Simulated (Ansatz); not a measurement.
`CC[N]([AlH2])[SiH3]` and `CC[NH][AlH2]` differ in one atom or group.

Ansatz, PBE0-D4/def2-TZVP geometries, multiplicity 1. Each molecule was computed in one conformer, which needn't be the lowest.

```tsv
property	`CC[N]([AlH2])[SiH3]`
LUMO energy (PBE0/def2-TZVPP) / eV	-0.98
LUMO energy (B3LYP/def2-TZVPP) / eV	-1.18
HOMO energy (ωB97M-V/def2-TZVPP) / eV	-9.50
LUMO energy (PBE/def2-TZVPP) / eV	-1.74
size of the dipole moment (B3LYP/def2-TZVPP) / D	1.00
HOMO energy (PBE0/def2-TZVPP) / eV	-7.22
```

**Question.** What does the change do to each property? (Best estimate.)

**Answer.** Computed: 
```
                                        property  `CC[NH][AlH2]`  shift
              LUMO energy (PBE0/def2-TZVPP) / eV           -0.68   0.30
             LUMO energy (B3LYP/def2-TZVPP) / eV           -0.88   0.30
           HOMO energy (ωB97M-V/def2-TZVPP) / eV           -9.23   0.27
               LUMO energy (PBE/def2-TZVPP) / eV           -1.42   0.32
size of the dipole moment (B3LYP/def2-TZVPP) / D            1.25   0.25
              HOMO energy (PBE0/def2-TZVPP) / eV           -6.90   0.32
```

The zero-point energy changes by -40.0 kJ/mol with -9 modes. Dipoles are sizes alone; their direction can turn.

Positive LUMOs are unbound, so they and the gaps depend on the basis.

B3LYP here is the variant with VWN-RPA as its local correlation; programs differ in this.
